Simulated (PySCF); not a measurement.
# Converging CdN in the basis (r²SCAN)

PySCF, UKS reference; quartet, unpaired electrons σ ↑, π ↑↑; De to Cd + N without counterpoise correction.

```csv
basis,relativity,functions,Re (Å),ωe (cm⁻¹),De (eV),μ (D)
def2-SVP,scalar-relativistic core potentials,45,2.379,212,0.21,-0.78
cc-pVDZ-PP/cc-pVDZ,scalar-relativistic core potentials,52,2.366,208,0.21,-0.60
def2-SVPD,scalar-relativistic core potentials,54,2.339,237,0.27,-0.99
x2c-TZVPPall,spin-free X2C,110,2.315,249,0.27,-1.13
```

(1) How does each smaller set differ from the one with most functions, x2c-TZVPPall?

A positive dipole means Cd(−)N(+). The bond is weak. Basis-set superposition, not corrected here, can be much of De in a small basis, most of all at correlated wavefunction levels. Functionals without a dispersion term scatter widely for such bonds, and LDA overbinds them. Spin–orbit coupling is left out. The state was picked by a PBE0 search and need not be the measured ground state.

Results:

(1) def2-SVP: +6.4 pm, -14.9 % in ωe, -0.06 eV in De; cc-pVDZ-PP/cc-pVDZ: +5.1 pm, -16.5 % in ωe, -0.06 eV in De; def2-SVPD: +2.4 pm, -4.8 % in ωe, +0.00 eV in De. All at r²SCAN; the set with most functions is neither the basis-set limit nor always the best. The rows treat relativity differently, so the differences are not basis effects alone.
